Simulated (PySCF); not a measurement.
CH₆ClFOSi₂, SMILES C[Si@](Cl)(O)[SiH2]F.

Geometry optimised at B3LYP-D3(BJ)/def2-SVP. The structure was generated by enumeration; whether it is a known compound was not checked. The values are those of a single conformer.

Method: TDDFT-PBE/def2-SVPD (PySCF).

Vertical excitations. The molecule is in vacuum.

```tsv
state	energy (eV)	λ (nm)	f	main pairs
S1	5.40	230	0.013	HOMO→LUMO 98 %
S2	6.03	205	0.015	HOMO→LUMO+1 86 %
S3	6.11	203	0.010	HOMO−1→LUMO 93 %
S4	6.39	194	0.004	HOMO−2→LUMO 80 %, HOMO→LUMO+2 14 %
S5	6.46	192	0.075	HOMO→LUMO+2 73 %, HOMO−2→LUMO 15 %
S6	6.58	189	0.013	HOMO−3→LUMO 91 %
S7	6.77	183	0.002	HOMO−4→LUMO 59 %, HOMO−1→LUMO+1 39 %
S8	6.79	183	0.012	HOMO−1→LUMO+1 56 %, HOMO−4→LUMO 40 %
S9	7.14	174	0.020	HOMO−2→LUMO+1 83 %
S10	7.20	172	0.006	HOMO−1→LUMO+2 70 %, HOMO−3→LUMO+1 26 %
T1	4.89	254	0	HOMO→LUMO 98 %
T2	5.51	225	0	HOMO→LUMO+1 95 %
T3	5.97	208	0	HOMO−1→LUMO 99 %
T4	6.15	202	0	HOMO→LUMO+2 94 %
```
Triplets are in the Tamm–Dancoff approximation, which puts them higher than full response would, so one can lie above its singlet here.
